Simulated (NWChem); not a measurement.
System: CH$_{3}$Cl$_{3}$SSi; SMILES CS[Si](Cl)(Cl)Cl

NWChem input:

```
start job
memory heap 200 mb stack 900 mb global 1100 mb
geometry units angstroms noautoz
  C     -0.026386     2.728157     0.003825
  S      1.252135     1.425913    -0.002349
  Si     0.022741    -0.283812    -0.000391
  Cl    -1.210599    -0.348081    -1.641357
  Cl     1.259836    -1.908034    -0.008584
  Cl    -1.197003    -0.354565     1.650397
  H      0.514815     3.683262     0.001230
  H     -0.645708     2.665266     0.908707
  H     -0.654228     2.665478    -0.895173
end
basis spherical
  * library def2-svpd
end
dft
  xc pbe0
  iterations 200
  semidirect filesize 400000000
  vectors input hcore
end
task dft gradient
```

Output (shortened):

```
             Northwest Computational Chemistry Package (NWChem) 7.3.0
             --------------------------------------------------------

 CS  symmetry detected

                             Geometry "geometry" -> ""
                             -------------------------

 Output coordinates in angstroms (scale by  1.889725989 to convert to a.u.)

  No.       Tag          Charge          X              Y              Z
 ---- ---------------- ---------- -------------- -------------- --------------
    1 C                    6.0000    -0.02375794     2.72992149     0.00000000
    2 S                   16.0000     1.25406186     1.42697503     0.00000000
    3 Si                  14.0000     0.02373115    -0.28207668     0.00000000
    4 Cl                  17.0000    -1.20285757    -0.34891387    -1.64589369
    5 Cl                  17.0000     1.25995692    -1.90698067     0.00000000
    6 Cl                  17.0000    -1.20285757    -0.34891387     1.64589369
    7 H                    1.0000     0.51797403     3.68472791     0.00000000
    8 H                    1.0000    -0.64738122     2.66747961     0.90194947
    9 H                    1.0000    -0.64738122     2.66747961    -0.90194947

 Effective nuclear repulsion energy (a.u.)     634.0231031275

      Symmetry information
      --------------------

 Group name             Cs
 Group number              2
 Group order               2
 No. of unique centers     7

                                 NWChem DFT Module
                                 -----------------

 Summary of "ao basis" -> "ao basis" (spherical)
 ------------------------------------------------------------------------------
       Tag                 Description            Shells   Functions and Types
 ---------------- ------------------------------  ------  ---------------------
 C                         def2-svpd                 8       20   4s2p2d
 S                         def2-svpd                11       27   5s4p2d
 Si                        def2-svpd                10       24   5s3p2d
 Cl                        def2-svpd                11       27   5s4p2d
 H                         def2-svpd                 4        8   2s2p

      Symmetry analysis of basis
      --------------------------

        a'        110
        a"         66

            General Information
            -------------------
          SCF calculation type: DFT
          Wavefunction type:  closed shell.
          No. of atoms     :     9
          No. of electrons :    90
           Alpha electrons :    45
            Beta electrons :    45
          Charge           :     0
          Spin multiplicity:     1
          Use of symmetry is: on ; symmetry adaption is: on
          Maximum number of iterations: 200
          AO basis - number of functions:   176
                     number of shells:    74
          Convergence on energy requested:  1.00D-06
          Convergence on density requested:  1.00D-05
          Convergence on gradient requested:  5.00D-04

              XC Information
              --------------
                         PBE0 Method XC Functional
                     Hartree-Fock (Exact) Exchange  0.250
          PerdewBurkeErnzerhof Exchange Functional  0.750
            Perdew 1991 LDA Correlation Functional  1.000 local
           PerdewBurkeErnz. Correlation Functional  1.000 non-local

             Grid Information
             ----------------
          Grid used for XC integration:  medium
          Radial quadrature: Mura-Knowles
          Angular quadrature: Lebedev.
          Tag              B.-S. Rad. Rad. Pts. Rad. Cut. Ang. Pts.
          ---              ---------- --------- --------- ---------
          C                   0.70       49          14.0       434
          S                   1.00       88          13.0       590
          Si                  1.10       88          11.0       590
          Cl                  1.00       88          14.0       590
          H                   0.35       45          15.0       434
          Grid pruning is: on
          Number of quadrature shells:   491
          Spatial weights used:  Erf1

      Non-variational initial energy
      ------------------------------

 Total energy =     634.023103
 1-e energy   =       0.000000
 2-e energy   =       0.000000
 HOMO         =     -24.614471
 LUMO         =     -24.453058

      Symmetry analysis of molecular orbitals - initial
      -------------------------------------------------

  Numbering of irreducible representations:

     1 a'          2 a"

  Orbital symmetries:

     1 a'          2 a"          3 a'          4 a'          5 a'
     6 a'          7 a"          8 a'          9 a'         10 a'
    11 a"         12 a"         13 a'         14 a"         15 a'
    16 a"         17 a'         18 a'         19 a'         20 a"
    21 a'         22 a'         23 a'         24 a'         25 a"
    26 a'         27 a'         28 a"         29 a'         30 a'
    31 a'         32 a'         33 a"         34 a'         35 a'
    36 a"         37 a'         38 a"         39 a'         40 a"
    41 a'         42 a"         43 a'         44 a"         45 a'
    46 a'         47 a'         48 a"         49 a'         50 a"
    51 a'         52 a'         53 a"         54 a'         55 a'

   convergence    iter        energy       DeltaE   RMS-Dens  Diis-err
 ---------------- ----- ----------------- --------- --------- ---------
 d= 0,ls=0.0,diis     1  -2056.2494994460 -2.69D+03  2.26D+00  1.65D+02
 d= 0,ls=0.0,diis     2  -1846.7792355831  2.09D+02  3.78D+00  6.58D+02
 d= 0,ls=0.5,diis     3  -2078.4353506249 -2.32D+02  3.21D+00  9.69D+01
 d= 0,ls=0.5,diis     4  -2088.1517224201 -9.72D+00  7.78D-02  6.79D+01
 d= 0,ls=0.5,diis     5  -2106.5366967340 -1.84D+01  1.39D-02  2.28D+00
 d= 0,ls=0.5,diis     6  -2106.8997968297 -3.63D-01  6.36D-03  3.38D-01
 d= 0,ls=0.5,diis     7  -2106.9595379377 -5.97D-02  3.34D-03  3.53D-02
  Resetting Diis
 d= 0,ls=0.5,diis     8  -2106.9696906813 -1.02D-02  1.61D-03  7.95D-03
 d= 0,ls=0.5,diis     9  -2106.9724346320 -2.74D-03  7.27D-04  2.12D-03
 d= 0,ls=0.5,diis    10  -2106.9732043071 -7.70D-04  3.40D-04  6.12D-04
 d= 0,ls=0.5,diis    11  -2106.9734460715 -2.42D-04  1.94D-04  2.46D-04
 d= 0,ls=0.5,diis    12  -2106.9735377862 -9.17D-05  9.18D-05  6.96D-05
 d= 0,ls=0.5,diis    13  -2106.9735674757 -2.97D-05  5.04D-05  2.05D-05
 d= 0,ls=0.5,diis    14  -2106.9735769778 -9.50D-06  2.81D-05  6.85D-06
 d= 0,ls=0.5,diis    15  -2106.9735801617 -3.18D-06  1.60D-05  2.29D-06
 d= 0,ls=0.5,diis    16  -2106.9735812270 -1.07D-06  9.30D-06  8.00D-07
 d= 0,ls=0.5,diis    17  -2106.9735815944 -3.67D-07  5.47D-06  2.78D-07

         Total DFT energy =    -2106.973581721411
      One electron energy =    -4173.078851966047
           Coulomb energy =     1569.259971252352
    Exchange-Corr. energy =     -137.177804135189
 Nuclear repulsion energy =      634.023103127474

 Numeric. integr. density =       90.000005556454

                  Occupations of the irreducible representations
                  ----------------------------------------------

                     irrep           alpha         beta
                     --------     --------     --------
                     a'               30.0         30.0
                     a"               15.0         15.0

                       DFT Final Molecular Orbital Analysis
                       ------------------------------------

 Vector   43  Occ=2.000000D+00  E=-3.450496D-01  Symmetry=a"
              MO Center= -5.1D-01, -7.6D-01,  2.4D-14, r^2= 4.8D+00
   Bfn.  Coefficient  Atom+Function         Bfn.  Coefficient  Atom+Function
  ----- ------------  ---------------      ----- ------------  ---------------
   112      0.341239  5 Cl pz                83      0.275661  4 Cl px
   137     -0.275661  6 Cl px               109      0.264362  5 Cl pz
    85     -0.224117  4 Cl pz               139     -0.224117  6 Cl pz
    80      0.214316  4 Cl px               134     -0.214316  6 Cl px
    82     -0.173685  4 Cl pz               136     -0.173685  6 Cl pz

 Vector   44  Occ=2.000000D+00  E=-3.420333D-01  Symmetry=a'
              MO Center=  4.3D-01,  8.1D-01, -3.1D-14, r^2= 4.9D+00
   Bfn.  Coefficient  Atom+Function         Bfn.  Coefficient  Atom+Function
  ----- ------------  ---------------      ----- ------------  ---------------
    32      0.366498  2 S  px                29      0.293322  2 S  px
    84      0.199888  4 Cl py               138      0.199888  6 Cl py
    33      0.175582  2 S  py                26      0.166499  2 S  px
    81      0.151565  4 Cl py                83      0.152085  4 Cl px
   135      0.151565  6 Cl py               137      0.152085  6 Cl px

[...]

                         DFT ENERGY GRADIENTS

    atom               coordinates                        gradient
                 x          y          z           x          y          z
   1 C      -0.044896   5.158804   0.000000    0.000688  -0.000141   0.000000
   2 S       2.369833   2.696592   0.000000   -0.000778  -0.000437   0.000000
   3 Si      0.044845  -0.533048   0.000000   -0.001428  -0.002479   0.000000
   4 Cl     -2.273071  -0.659352  -3.110288    0.001551   0.000479   0.001594
   5 Cl      2.380973  -3.603671   0.000000   -0.001167   0.002055   0.000000
   6 Cl     -2.273071  -0.659352   3.110288    0.001551   0.000479  -0.001594
   7 H       0.978829   6.963126   0.000000    0.000468   0.000746   0.000000
   8 H      -1.223373   5.040806   1.704437   -0.000443  -0.000351   0.000553
   9 H      -1.223373   5.040806  -1.704437   -0.000443  -0.000351  -0.000553
```

Level: PBE0/def2-SVPD. Structure relaxed at the PBE0/def2-SVP level.
